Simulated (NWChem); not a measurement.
System: CCuIO; SMILES [O+]#[C-]->[Cu][I]

Here is an NWChem input.

```
start job
memory heap 200 mb stack 900 mb global 1100 mb
geometry units angstroms noautosym nocenter noautoz
  Cu     0.017587    -0.952934    -0.001636
  I     -0.003569     1.438546     0.000394
  O     -0.029084    -3.912160    -0.000595
  C     -0.003365    -2.783286    -0.000425
end
basis spherical
  * library def2-svpd
end
ecp
  I library def2-ecp
end
dft
  xc pbe0
  iterations 150
end
property
  response 1 0.0
end
task dft property
```

Output (shortened):

```
             Northwest Computational Chemistry Package (NWChem) 7.3.0
             --------------------------------------------------------

                             Geometry "geometry" -> ""
                             -------------------------

 Output coordinates in angstroms (scale by  1.889725989 to convert to a.u.)

  No.       Tag          Charge          X              Y              Z
 ---- ---------------- ---------- -------------- -------------- --------------
    1 Cu                  29.0000     0.01758700    -0.95293400    -0.00163600
    2 I                   53.0000    -0.00356900     1.43854600     0.00039400
    3 O                    8.0000    -0.02908400    -3.91216000    -0.00059500
    4 C                    6.0000    -0.00336500    -2.78328600    -0.00042500

 Effective nuclear repulsion energy (a.u.)     536.1583492296

                                 NWChem DFT Module
                                 -----------------

 Summary of "ao basis" -> "ao basis" (spherical)
 ------------------------------------------------------------------------------
       Tag                 Description            Shells   Functions and Types
 ---------------- ------------------------------  ------  ---------------------
 Cu                        def2-svpd                12       34   5s4p2d1f
 I                         def2-svpd                13       35   5s5p3d
 O                         def2-svpd                 9       23   4s3p2d
 C                         def2-svpd                 8       20   4s2p2d

            General Information
            -------------------
          SCF calculation type: DFT
          Wavefunction type:  closed shell.
          No. of atoms     :     4
          No. of electrons :    68
           Alpha electrons :    34
            Beta electrons :    34
          Charge           :     0
          Spin multiplicity:     1
          Use of symmetry is: off; symmetry adaption is: off
          Maximum number of iterations: 150
          AO basis - number of functions:   112
                     number of shells:    42
          Convergence on energy requested:  1.00D-06
          Convergence on density requested:  1.00D-05
          Convergence on gradient requested:  5.00D-04

              XC Information
              --------------
                         PBE0 Method XC Functional
                     Hartree-Fock (Exact) Exchange  0.250
          PerdewBurkeErnzerhof Exchange Functional  0.750
            Perdew 1991 LDA Correlation Functional  1.000 local
           PerdewBurkeErnz. Correlation Functional  1.000 non-local

             Grid Information
             ----------------
          Grid used for XC integration:  medium
          Radial quadrature: Mura-Knowles
          Angular quadrature: Lebedev.
          Tag              B.-S. Rad. Rad. Pts. Rad. Cut. Ang. Pts.
          ---              ---------- --------- --------- ---------
          Cu                  1.35      112          13.0       590
          I                   1.40      123          14.0       590
          O                   0.60       49          16.0       434
          C                   0.70       49          15.0       434
          Grid pruning is: on
          Number of quadrature shells:   333
          Spatial weights used:  Erf1

      Superposition of Atomic Density Guess
      -------------------------------------

 Sum of atomic energies:       -2098.13154529

      Non-variational initial energy
      ------------------------------

 Total energy =   -2048.388982
 1-e energy   =   -3577.463697
 2-e energy   =    1215.796084
 HOMO         =      -0.361215
 LUMO         =      -0.037989

   convergence    iter        energy       DeltaE   RMS-Dens  Diis-err
 ---------------- ----- ----------------- --------- --------- ---------
 d= 0,ls=0.0,diis     1  -2050.7231863012 -2.36D+03  4.14D-02  2.29D+00
 d= 0,ls=0.0,diis     2  -2041.3679414509  9.36D+00  4.21D-02  1.09D+02
 d= 0,ls=0.0,diis     3  -2050.7838708627 -9.42D+00  1.02D-02  1.81D+00
 d= 0,ls=0.0,diis     4  -2050.9165214033 -1.33D-01  2.60D-03  5.66D-01
 d= 0,ls=0.0,diis     5  -2050.9596217150 -4.31D-02  2.56D-03  3.48D-02
  Resetting Diis
 d= 0,ls=0.0,diis     6  -2050.9624644773 -2.84D-03  8.78D-04  2.63D-03
 d= 0,ls=0.0,diis     7  -2050.9627766242 -3.12D-04  4.16D-04  1.70D-04
 d= 0,ls=0.0,diis     8  -2050.9627548501  2.18D-05  2.07D-04  3.75D-04
 d= 0,ls=0.0,diis     9  -2050.9628042662 -4.94D-05  6.24D-05  2.35D-05
 d= 0,ls=0.0,diis    10  -2050.9628064376 -2.17D-06  1.71D-05  2.34D-06
 d= 0,ls=0.0,diis    11  -2050.9628065990 -1.61D-07  4.24D-06  4.11D-07

         Total DFT energy =    -2050.962806599046
      One electron energy =    -3582.000602971702
           Coulomb energy =     1320.701315429861
    Exchange-Corr. energy =     -102.942149669932
 Nuclear repulsion energy =      313.278630612727

 Numeric. integr. density =       67.999997033620

                       DFT Final Molecular Orbital Analysis
                       ------------------------------------

 Vector   32  Occ=2.000000D+00  E=-2.973049D-01
              MO Center=  2.5D-03,  7.6D-01, -2.1D-04, r^2= 2.9D+00
   Bfn.  Coefficient  Atom+Function         Bfn.  Coefficient  Atom+Function
  ----- ------------  ---------------      ----- ------------  ---------------
    96      0.876452  4 C  s                 47     -0.483250  2 I  py
    73     -0.470963  3 O  s                 50     -0.346226  2 I  py
    13      0.298608  1 Cu py                22      0.253739  1 Cu d  2
     3     -0.211794  1 Cu s                 44      0.200093  2 I  py
    41      0.162938  2 I  py               112     -0.149058  4 C  d  2

 Vector   33  Occ=2.000000D+00  E=-2.546045D-01
              MO Center= -2.1D-03,  1.2D+00,  2.4D-04, r^2= 2.6D+00
   Bfn.  Coefficient  Atom+Function         Bfn.  Coefficient  Atom+Function
  ----- ------------  ---------------      ----- ------------  ---------------
    48      0.575534  2 I  pz                51      0.507204  2 I  pz
    45     -0.234197  2 I  pz                42     -0.190091  2 I  pz
    19     -0.153342  1 Cu d -1              14      0.085586  1 Cu pz
    46      0.063166  2 I  px                76     -0.056132  3 O  pz
    49      0.055666  2 I  px               102      0.055025  4 C  pz

 Vector   34  Occ=2.000000D+00  E=-2.546028D-01
              MO Center= -7.5D-04,  1.2D+00,  8.4D-05, r^2= 2.6D+00
   Bfn.  Coefficient  Atom+Function         Bfn.  Coefficient  Atom+Function
  ----- ------------  ---------------      ----- ------------  ---------------
    46      0.575493  2 I  px                49      0.507168  2 I  px
    43     -0.234181  2 I  px                40     -0.190078  2 I  px
    18     -0.153345  1 Cu d -2              12      0.085597  1 Cu px
    48     -0.063163  2 I  pz                74     -0.056128  3 O  px
    51     -0.055664  2 I  pz               100      0.055028  4 C  px

 Vector   35  Occ=0.000000D+00  E=-1.011000D-01
              MO Center= -2.3D-03, -2.5D+00, -9.5D-04, r^2= 2.9D+00
   Bfn.  Coefficient  Atom+Function         Bfn.  Coefficient  Atom+Function
  ----- ------------  ---------------      ----- ------------  ---------------
    99      0.477049  4 C  pz               102      0.439310  4 C  pz
    76     -0.364973  3 O  pz                79     -0.317898  3 O  pz
    17      0.236107  1 Cu pz                19      0.232444  1 Cu d -1
    14      0.162418  1 Cu pz                51     -0.121988  2 I  pz
    48     -0.105966  2 I  pz                11     -0.093217  1 Cu pz

 Vector   36  Occ=0.000000D+00  E=-1.010957D-01
              MO Center=  1.1D-03, -2.5D+00, -8.3D-04, r^2= 2.9D+00
   Bfn.  Coefficient  Atom+Function         Bfn.  Coefficient  Atom+Function
  ----- ------------  ---------------      ----- ------------  ---------------
    97      0.476935  4 C  px               100      0.439228  4 C  px
    74     -0.364878  3 O  px                77     -0.317816  3 O  px
    15      0.236066  1 Cu px                18      0.232452  1 Cu d -2
    12      0.162434  1 Cu px                49     -0.121942  2 I  px
    46     -0.105944  2 I  px                 9     -0.093217  1 Cu px

 Vector   37  Occ=0.000000D+00  E=-6.476843D-03
              MO Center=  7.0D-02, -1.5D-01, -3.4D-03, r^2= 1.0D+01
   Bfn.  Coefficient  Atom+Function         Bfn.  Coefficient  Atom+Function
  ----- ------------  ---------------      ----- ------------  ---------------
     5      2.018357  1 Cu s                 96     -0.948023  4 C  s
    53      0.541157  2 I  py                39     -0.468914  2 I  s
    50      0.317028  2 I  py                73      0.316562  3 O  s
    37     -0.284247  2 I  s                 94     -0.234978  4 C  s
    38     -0.226878  2 I  s                 22     -0.196078  1 Cu d  2

     Multipole analysis of the density
     ---------------------------------

     L   x y z        total         alpha         beta         nuclear
     -   - - -        -----         -----         ----         -------
     0   0 0 0      0.000000    -34.000000    -34.000000     68.000000

     1   1 0 0      0.013870     -0.151742     -0.151742      0.317353
     1   0 1 0     -1.861405     36.550531     36.550531    -74.962467
     1   0 0 1     -0.001170      0.041843      0.041843     -0.084856

[...]

 DFT Linear Response polarizability / au
 Frequency  =       0.0000000 / au
              X              Y              Z
 -----------------------------------------------
 X      57.8692566      0.0416734     -0.0002986
 Y       0.0416740    120.6692679      0.0245182
 Z      -0.0002986      0.0245176     57.8634018
 -----------------------------------------------
 Eigenvalues =      57.8692459    120.6693051     57.8633753
 Isotropic   =      78.8006421
 Anisotropic =      62.8029947
 -----------------------------------------------

 Magnetic Dipole Response Matrix (nonzero elements):

 Exiting AOResponse driver routine
```

Level: PBE0/def2-SVPD with def2 effective core potentials on I. All runs use the structure optimised with PBE0/def2-SVP. No frequency run checked for a minimum. def2 effective core potentials on I; no spin-orbit coupling.
